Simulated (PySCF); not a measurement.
# What a mistake does to a calculation on CH6NOSi

All numbers below are calculated, not measured. The program is PySCF 2.14.0, an open-source quantum chemistry code, run on an isolated molecule that a program drew, which may never have been made. The molecule is CH6NOSi (charge 0, doublet), drawn as the SMILES string `O[CH]N[SiH3]`.

Each row is a Hartree-Fock (HF) and frozen-core CCSD(T) single point in the cc-pV(D+d)Z basis, meant for a local HF minimum. Run 1 is clean. Each other run has one planted mistake out of seven kinds, and not every kind appears here: one electron removed, one electron added, multiplicity raised by two, geometry at a saddle point, minimal basis STO-3G, one bond length entered in bohr, all coordinates scaled. The reference is restricted for singlets and unrestricted otherwise, and also for a bond in bohr. Adding or removing an electron swaps singlet and doublet. Electrons count all cores. HOMO and LUMO are orbital energies over both spins, the gradient is its largest component, and the lowest frequency (negative if imaginary) is given only where the gradient is small. Bond lengths are over the 9 bonds as drawn. T1 is the CCSD diagnostic: over 0.02 (restricted) or 0.045 (unrestricted) a single reference is doubtful.

Geometry of the clean run:
```xyz
10
CH6NOSi, angstrom
O    -1.6687   -1.4559    1.3592
C    -1.3296   -0.1514    1.6123
N    -0.3092    0.2649    0.7588
Si    0.0691   -0.4634   -0.7714
H    -2.5629   -1.6071    1.6262
H    -1.2189    0.1186    2.6640
H     0.1423    1.1150    1.0288
H    -1.1142   -0.5715   -1.6533
H     1.0543    0.4545   -1.3903
H     0.6813   -1.8025   -0.6478
```

```
run,electrons,basis functions,<S^2>,HOMO (eV),LUMO (eV),gradient (hartree/bohr),lowest frequency (cm^-1),mean bond (Å),longest bond (Å),T1,HF (hartree),CCSD(T) (hartree),mistake
1,41,95,0.758,-7.93,4.35,2.0e-05,128,1.3308,1.736,0.0150,-459.58826,-460.22480,no fault
2,41,95,0.943,-9.31,3.26,3.6e-02,-,1.4387,2.062,0.0283,-459.49843,-460.13659,one bond length entered in bohr
3,41,95,0.758,-8.04,4.29,1.3e-02,-,1.3481,1.759,0.0154,-459.58656,-460.22577,all coordinates scaled
4,40,95,0.000,-17.11,-4.86,1.5e-01,-,1.3308,1.736,0.0208,-459.35055,-459.99999,?
```

**Which mistake was planted in run 4, and what did it cost?**

It counts 40 electrons, one fewer than the clean run, at the same geometry and basis. So the mistake is: one electron removed. Subtracting run 1 and multiplying by 627.51 kcal/mol a hartree, the energy moved by 149.2 kcal/mol in HF and 141.1 kcal/mol in CCSD(T).

Cautions from the logs. Run 4: T1 is over the limit, so its CCSD(T) energy is less reliable.
